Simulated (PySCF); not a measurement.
## How methods differ on the ionisation energy of Tl⁷⁷⁺

Tl⁷⁷⁺ [He] 2s2 (1S) → Tl⁷⁸⁺ [He] 2s1 (2S), as a difference of total energies. All numbers are calculated (PySCF 2.14, scalar relativity by spin-free X2C-1e, in an even-tempered Gaussian basis (18 s from 62 bohr⁻², ratio 2.2; 8 p from 93 bohr⁻², ratio 2.4; 5 d from 280 bohr⁻², ratio 2.4; 5 f from 420 bohr⁻², ratio 2.4; 4 g from 630 bohr⁻², ratio 2.4)). Correlated levels: nothing frozen; virtual orbitals above 40 to 60 times the deepest correlated orbital energy dropped. The calculations carry no spin-orbit coupling.

```json
{"method": "UHF", "ionisation energy (eV)": "23889.9"}
{"method": "LDA", "ionisation energy (eV)": "23877.4"}
{"method": "PBE", "ionisation energy (eV)": "23900.4"}
{"method": "PBE0", "ionisation energy (eV)": "23898.1"}
{"method": "B2PLYP", "ionisation energy (eV)": "23895.9"}
{"method": "M06-2X", "ionisation energy (eV)": "23903.4"}
{"method": "MP2 (all electrons)", "ionisation energy (eV)": "23894.2"}
```

Question: Estimate what SCS-MP2 (all electrons) gives.

Answer: 23895.1 eV, closest to MP2 (all electrons) among the rows shown.

Question: Estimate what r2SCAN gives.

Answer: 23886.8 eV, closest to UHF among the rows shown.

For this ion Breit and QED terms and the two-electron picture change, all absent here, outweigh the differences among the correlated methods.

For comparison: 23850 ± 120 eV (theoretical estimate listed by NIST; NIST Atomic Spectra Database, ionization energies).
